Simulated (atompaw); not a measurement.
## Ni PAW (atompaw): all-electron and pseudo phase curves

| Quantity | Value |
| --- | --- |
| Element | Ni |
| Generator | atompaw 4.2.0.5 |
| Type | PAW |
| Functional | PBE |
| Relativity | scalar-relativistic |
| Frozen core | [Ar] |
| Valence charge | 10 |
| Reference configuration | 3d8 4s2 4p0 |
| Partial waves | 4s (bound): rc 2.60 bohr; 4s channel at 1.2 Ry: rc 2.60 bohr; 4p (bound, empty): rc 2.60 bohr; 4p channel at 2.15 Ry: rc 2.60 bohr; 3d (bound): rc 1.10 bohr; 3d channel at 1.85 Ry: rc 1.10 bohr |
| Local potential | troulliermartins scheme with l = 3 at -0.5 Ry, radius 1.75 bohr |
| Core correction | smooth core density matched at 2.60 bohr |
| Augmentation charge | besselshape compensation charge, radius 1.95 bohr; PAW radius 2.60 bohr; waves and projectors: custom polynom2 7 10 vanderbiltortho |

The phase is arctan(r·u′/u) with u = r·R(r), unwrapped; energies in Ry, scanned from -3 to 5 Ry. A pole is an energy at which the radial function vanishes at the test radius. The pseudo phase is shifted by a multiple of π to meet the all-electron one at the reference energy, and phase errors are pseudo minus all-electron; the curves can meet again beyond the range given. Levels narrower than the energy grid can be missing from the lists of poles.

| channel | radius (bohr) | reference energy (Ry) | poles, all-electron | poles, pseudo | unbroken range about the reference energy with phases within 0.05 rad | phase error 1 Ry above the reference energy (rad) |
| --- | --- | --- | --- | --- | --- | --- |
| s | 2.62 | -0.41 | 1.11 | 1.11 | below 3.5 | -0.001 |
| p | 2.62 | -0.09 | 2.13 | 2.13 | below 4.0 | -0.001 |
| d | 2.62 | -0.65 | -0.57, 3.94 | -0.57, 3.95 | the whole range | +0.000 |

A Bessel basis up to 400 Ry misses an occupied level by 0.05 Ry, so cutoffs and ghosts were not judged.

Phases in the d channel:

| E (Ry) | all-electron | pseudo |
| --- | --- | --- |
| -3.00 | 1.358 | 1.358 |
| -2.76 | 1.349 | 1.349 |
| -2.52 | 1.339 | 1.339 |
| -2.28 | 1.328 | 1.328 |
| -2.04 | 1.314 | 1.314 |
| -1.80 | 1.297 | 1.297 |
| -1.56 | 1.274 | 1.274 |
| -1.32 | 1.242 | 1.242 |
| -1.08 | 1.183 | 1.183 |
| -0.84 | 0.976 | 0.976 |
| -0.60 | -1.481 | -1.481 |
| -0.36 | -1.786 | -1.786 |
| -0.12 | -1.872 | -1.872 |
| 0.12 | -1.938 | -1.938 |
| 0.36 | -2.010 | -2.010 |
| 0.60 | -2.103 | -2.103 |
| 0.84 | -2.241 | -2.241 |
| 1.08 | -2.464 | -2.464 |
| 1.32 | -2.843 | -2.843 |
| 1.56 | -3.383 | -3.383 |
| 1.80 | -3.864 | -3.864 |
| 2.04 | -4.162 | -4.162 |
| 2.28 | -4.337 | -4.337 |
| 2.52 | -4.448 | -4.448 |
| 2.76 | -4.524 | -4.524 |
| 3.00 | -4.580 | -4.579 |
| 3.24 | -4.623 | -4.622 |
| 3.48 | -4.658 | -4.658 |
| 3.72 | -4.688 | -4.687 |
| 3.96 | -4.714 | -4.714 |
| 4.20 | -4.739 | -4.738 |
| 4.44 | -4.762 | -4.761 |
| 4.68 | -4.785 | -4.784 |
| 4.92 | -4.809 | -4.808 |
